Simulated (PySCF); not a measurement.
A GIAO shielding run with PySCF (density fitting, non-relativistic, gas phase) on `N[PH2+]c1ccccc1`, [C6H9NP]+:

```
$ OMP_NUM_THREADS=1 python probes_run.py task.json out

{"job": {"kind": "nmr", "xc": "PBE0", "basis": "pcSseg-1"}, "charge": 1, "multiplicity": 1}
N      2.766825     0.776259    -0.040907
P      1.888014    -0.550853    -0.414654
C      0.157719    -0.242599    -0.107670
C     -0.669570    -1.296283     0.285360
C     -2.016207    -1.056558     0.487227
C     -2.533217     0.217207     0.297928
C     -1.707408     1.262101    -0.093516
C     -0.359195     1.039697    -0.303013
H      2.605485     1.212236     0.861917
H      3.744496     0.805672    -0.311499
H      2.258943    -1.718386     0.237084
H      2.192332    -0.779738    -1.739026
H     -0.259862    -2.285591     0.433678
H     -2.663731    -1.863122     0.792616
H     -3.585337     0.395999     0.456294
H     -2.115602     2.250266    -0.237945
H      0.289315     1.845724    -0.613784
```

Hardware: 1 thread of an Arm Neoverse V1, shared host. The job also computes population analyses, field gradients, ring-centre shieldings.

(1) How large is the calculation?

(2) How long does it take, and how much memory does it need?

## Answers

(1) 66 electrons, 188 basis functions and 989 auxiliary functions.

(2) 28 s of wall time, with 14 SCF cycles and 5 response iterations; peak memory 0.84 GiB. Times on a shared host scatter by some tens of per cent.
